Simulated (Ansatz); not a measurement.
Saddle point of GeNH₂Cl₂F, singlet (GeNH₂Cl₂F ([NH2][Ge]([F])([Cl])[Cl]) → GeNHCl₂ ([NH][Ge]([Cl])[Cl]) + HF; bonds formed: F2–H4; bonds broken: Ge1–F2, N3–H4), PBE0-D4/def2-TZVP structure:

Ge1  (0.077, 0.391, 0.561)
F2  (-1.334, -0.817, -0.916)
N3  (1.123, -0.640, -0.337)
H4  (-0.378, -1.038, -1.008)
Cl5  (-0.294, 2.468, 0.368)
Cl6  (-0.911, -0.277, 2.288)
H7  (1.716, -0.089, -0.956)
(Å)

Energies are electronic, without zero-point energy. Barriers and step energies count from the start structure reached by relaxing down the imaginary mode; all methods use the PBE0-D4 structures, on which another method's saddle can fall below an end. Ansatz 0.2.0; basis: def2-TZVPP, with def2-QZVPP for the basis limit; cores frozen in the correlated methods. Filled d shells of the heavier atoms are correlated. The def2 sets are not built for correlating such inner shells, so the correlated values are less sure here. B3LYP uses VWN-RPA correlation. Extrapolation: Hartree–Fock as exp(−7.88 √X), correlation as X^−2.97.

| method | barrier (kJ/mol) | step energy (kJ/mol) |
| --- | --- | --- |
| SPW92 | 241.4 | 244.2 |
| PBE-D4 | 240.9 | 232.1 |
| BLYP-D4 | 240.4 | 225.2 |
| r2SCAN-D4 | 270.5 | 262.2 |
| B97M-V | ? | 268.8 |
| PBE0-D4 | 274.0 | 261.6 |
| B3LYP-D4 | ? | 250.9 |
| r2SCAN0-D4 | 291.0 | 279.5 |
| BHLYP-D4 | 304.7 | 284.9 |
| CAM-B3LYP-D4 | 286.2 | 271.3 |
| wB97X-V | 293.8 | 282.8 |
| wB97M-V | 282.9 | 274.3 |
| B2PLYP | 273.7 | 253.7 |
| PBE-QIDH | 291.8 | 275.7 |
| RPA on PBE | 272.5 | 252.1 |
| HF | ? | 318.0 |
| MP2 | 278.8 | 259.5 |
| CCSD | 297.8 | 275.3 |
| CCSD(T) | 283.2 | 263.0 |

(1) Fill in the withheld barriers. (An estimate is asked for; the value comes from the calculation.)

No T1 diagnostic of these runs exceeds 0.015.

Answers

(1) By the calculation: B97M-V 279.7; HF 349.9; B3LYP-D4 268.1 kJ/mol. Each is the energy of the saddle less that of the start structure, by the same method.

For comparison, the barrier by CCSD(T) at an estimated basis limit (MP2 extrapolated from triple and quadruple zeta, plus CCSD(T) − MP2 in triple zeta) is 278.2 kJ/mol.

Labels in which every atom is bracketed show which atoms are joined, not bond orders.

For scale, one of the runs: CCSD(T)/def2-TZVPP, 222 basis functions, launched by `ansatz run in.yaml --threads 8 --pin off --events-out ev --progress --plain --max-ram 19148MiB`. Hardware: 8 CPU threads of an AMD EPYC 9R45, shared host. Wall time 29 s; peak host memory 3.6 GiB.
